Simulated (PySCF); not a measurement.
C₃H₅Cl₂F. Atoms are numbered in the order given.

```xyz
11

C     -2.4317     0.1517     0.1413
C     -1.1151     0.9067    -0.0108
C      0.0809    -0.0086    -0.2181
F     -0.1143    -0.7904    -1.3018
Cl     1.5542     0.9481    -0.4923
Cl     0.3384    -1.0764     1.1822
H     -2.4198    -0.4898     1.0346
H     -2.6214    -0.4826    -0.7371
H     -3.2642     0.8640     0.2382
H     -0.9026     1.5340     0.8674
H     -1.1421     1.5705    -0.8897
```

Coordinates come from a ωB97X-D3(BJ)/def2-SVP optimisation. Other conformers were not sampled.

Method: KT2/pcSseg-1 run with PySCF.

GIAO shieldings, no solvent; atoms listed in one row are averaged. δ = σ(ref) − σ: ¹³C against TMS (σ = 185.1 ppm); ¹⁹F against CFCl3 (σ = 127.1 ppm); ³⁵Cl against HCl (σ = 945.4 ppm); ¹H against TMS (σ = 31.47 ppm), references at their B3LYP-D3(BJ)/def2-TZVP geometries, non-relativistic (without spin–orbit terms, shifts of atoms bonded to Cl or Br come out too high).

Computed chemical shifts:
```csv
nucleus,atoms,count,δ (ppm)
¹³C,C3,1,139.7
¹³C,C2,1,51.8
¹³C,C1,1,13.6
¹⁹F,F4,1,-86.7
³⁵Cl,Cl5,1,440.5
³⁵Cl,Cl6,1,390.2
¹H,H11,1,2.68
¹H,H10,1,2.46
¹H,"H7, H8, H9",3,1.49
```
